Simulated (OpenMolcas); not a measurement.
Ar6+: CASPT2 settings compared

| Quantity | Value |
| --- | --- |
| Program | OpenMolcas |
| Basis | ANO-RCC-VTZP [5s4p2d1f] |
| Scalar Hamiltonian | DKH4, point nucleus |
| Active space | 2 electrons in 4 orbitals (3s 3p) |
| State averaging | 2S+1 = 3 even, 3 roots; 2S+1 = 1 even, 7 roots (6 in the spin-orbit step); 2S+1 = 3 odd, 3 roots; 2S+1 = 1 odd, 3 roots |
| Spin-orbit coupling | RASSI with atomic mean-field integrals over the reference wave functions, term energies averaged over their components |

Methods on the same reference wave functions:
A. CASSCF
B. SS-CASPT2, IPEA 0.5 Eh, imaginary shift 0.4 Eh (closed shells correlated: 2s 2p)
C. SS-CASPT2, IPEA 0.1 Eh, imaginary shift 0.15 Eh (closed shells correlated: 2s 2p)
D. XMS-CASPT2, IPEA 0.5 Eh, no level shift (closed shells correlated: none)

Energies in cm-1 above 3s2 1S0, the measured ground level; measured values from Saloman, J. Phys. Chem. Ref. Data 39, 033101 (2010).

```
      Level       A       B       C       D  Measured
    3s2 1S0     0.0     0.0     0.0     0.0       0.0
3s 3p 3P* 0  112964  112910  112800  112550    113101
3s 3p 3P* 1  113729  113670  113560  113310    113906
3s 3p 3P* 2  115305  115250  115140  114890    115590
3s 3p 1P* 1  186984  175750  174870  175010    170722
```

Deviations, from unrounded energies. A percentage is the sum of absolute deviations over the sum of measured energies, with the sign that they share, or ± where signs differ.

```tsv
Against measurement	Levels	A	B	C	D
mean absolute deviation (cm-1)	4	4200	1400	1300	1500
other configurations (%)	4	±3.3	±1.1	±1.0	±1.2
```

C lies closest to measurement on these levels and A furthest from it. The largest miss of C in the table is 3s 3p 1P* 1, by +4200 cm-1. The ranking rests on the paired levels alone, and a cruder setting can come out closer through cancelling errors.

Among B to D the level of the table that moves most is 3s 3p 1P* 1, by 880 cm-1 (lowest in C, highest in B). Moves below CASPT2's spread within the term are not significant.

The lowest spin-free term lies below A's lowest term by 0.036 hartree in B, 0.036 hartree in C, 0.006 hartree in D.

CASPT2 breaks the degeneracy within a term, and the mean is taken; among the terms shown or strongly mixed into the levels shown the widest spread is 11 cm-1 (3s 3p 1P*, D). Over all roots computed the reference weight is 0.93 to 1.00 in C, 0.86 to 1.00 in D; the roots of lowest weight are the least certain, and an intruder state may touch them. Measured partners are found by configuration, term and J. A level has none where our copy of the source lacks it or the pairing is in doubt (some pairs that miss far off the trend of their configuration count as doubtful), and it then counts in no deviation. Only configurations of the active space appear. The table leaves out levels that lie high or whose names do not pair safely across all columns.

* marks odd parity.
